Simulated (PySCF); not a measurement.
A GIAO shielding run with PySCF 2.14 (density fitting, non-relativistic, gas phase) on `FC[SiH2]CC(F)(F)F`, C3H6F4Si:

```
$ OMP_NUM_THREADS=1 python probes_run.py task.json out

{"job": {"kind": "nmr", "xc": "PBE0", "basis": "pcSseg-1"}, "charge": 0, "multiplicity": 1}
F      2.481433     0.276320     1.205627
C      2.278424     0.182351    -0.157220
Si     0.461145     0.641864    -0.561830
C     -0.609415    -0.571929     0.456848
C     -2.057610    -0.304306     0.193569
F     -2.413419     0.955663     0.499461
F     -2.883208    -1.103667     0.890827
F     -2.384897    -0.475616    -1.100712
H      2.988612     0.866983    -0.622871
H      2.550099    -0.838215    -0.437361
H      0.196413     2.009293    -0.119896
H      0.242133     0.428298    -1.992434
H     -0.413080    -1.612018     0.196995
H     -0.437309    -0.455495     1.526831
```

Hardware: 1 thread of an Arm Neoverse N1, shared host. The job also computes population analyses, field gradients.

**Question.** How large is the calculation?

**Answer.** 74 electrons, 173 basis functions and 922 auxiliary functions.

**Question.** How long does it take, and how much memory does it need?

**Answer.** 41 s of wall time, with 12 SCF cycles and 4 response iterations; peak memory 0.77 GiB. Times on a shared host scatter by some tens of per cent.
